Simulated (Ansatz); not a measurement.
Reaction (cleavage of the Si–In bond): `B[SiH2][InH2]` + HBr → `B[SiH2]Br` + `[InH3]`

Gas-phase electronic energies from Ansatz, PBE0-D4/def2-TZVP geometries. CCSD(T)/CBS adds triple-zeta CCSD(T) − MP2 to the extrapolated MP2 energy (def2 sets, frozen cores). Functionals use def2-TZVPP. Elements past krypton have def2 core potentials. For Br, In outer-core shells are correlated without core-valence functions, which leaves a few kJ/mol of doubt a bond. Scalar relativity is left out up to krypton.

`B[SiH2][InH2]`:

Cartesian coordinates in Å:
```
B 0.257 -1.000 0.860
Si 1.398 0.336 0.175
In -1.204 0.383 -0.674
H -0.354 -0.807 1.874
H 0.139 -2.043 0.281
H 2.135 0.241 -1.112
H 1.556 1.695 0.757
H -2.640 -0.521 -0.392
H -1.289 1.716 -1.770
```

HBr:

Z-matrix (Å, degrees):
```
Br
H 1 1.420
```

`B[SiH2]Br`:

Z-matrix (Å, degrees):
```
Si
Br 1 2.231
B 1 2.004 2 113.6
H 1 1.488 2 107.3 3 -121.8
H 1 1.488 2 107.2 3 122.1
H 3 1.197 1 118.0 2 179.3
H 3 1.193 1 123.5 2 -0.8
```

`[InH3]`:

Cartesian coordinates in Å:
```
In 0.000 0.000 0.000
H 0.369 -1.684 0.024
H -1.549 0.536 -0.534
H 1.180 1.148 0.511
```

CCSD(T)/CBS gives -29.5 kJ/mol.

Q: Another level gave -37.9 kJ/mol. Which?
A. revPBE/def2-TZVPP
B. r2SCANh-D4/def2-TZVPP
C. ωB97X-V/def2-TZVPP
D. B2PLYP/def2-TZVPP

A: D. B2PLYP -37.9, r2SCANh-D4 -26.0, revPBE -15.8, ωB97X-V -49.0 kJ/mol.

Q: What do rigid-rotor, harmonic-oscillator terms from PBE0-D4/def2-TZVP frequencies (298.15 K, 1 bar) make of the CCSD(T)/CBS value? (Best estimate.)

A: The calculation gave: ΔZPE = -2.0 kJ/mol, ΔH = -32.8 kJ/mol, ΔS = 5 J/(mol·K), ΔG = -34.2 kJ/mol.

Largest T1 diagnostic among the species: 0.015.

From PBE to PBE0 (25 % exact exchange), in def2-TZVPP and without D4, ΔE moves by −16.6 kJ/mol. The D4 term adds +3.5 kJ/mol with B3LYP and +1.9 kJ/mol with PBE0; it sums over pairs of atoms, weighted by their polarisabilities, and B3LYP, whose exchange is more repulsive, gets the larger term. In def2-TZVPP, CCSD(T) changes the Hartree–Fock value by +79.7 kJ/mol (the triples alone add +12.2 kJ/mol) and MP2 by +83.9 kJ/mol.

B3LYP here is the variant with VWN-RPA as its local correlation; programs differ in this.
